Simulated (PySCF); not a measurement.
CH3AlF2, SMILES [CH3][Al]([F])[F] (connectivity only; charge and spin as stated), charge +1, multiplicity 2.

Geometry: TPSSh-D3(BJ)/def2-SVP. The multiplicity is an assumed one; other spin states were not compared. The isomer is the one that the SMILES or the coordinates give; other isomers of the formula were not compared.

Method: r2SCAN/def2-TZVPD in PySCF.

Isolated molecule, no solvent.

Computed frontier levels, dipole moment and polarisability:
```json
{
  "α spin, highest occupied and lowest empty level": "-15.25 and -7.93 eV",
  "β spin, highest occupied and lowest empty level": "-16.15 and -12.36 eV",
  "dipole_moment_about_the_centre_of_nuclear_charge": "4.04 D",
  "mean_static_polarisability": "32.0 bohr³ (4.74 Å³)",
  "polarisability_principal_values": "26.2, 32.4, 37.4 bohr³",
  "⟨S²⟩": "0.755 (pure state 0.75)"
}
```
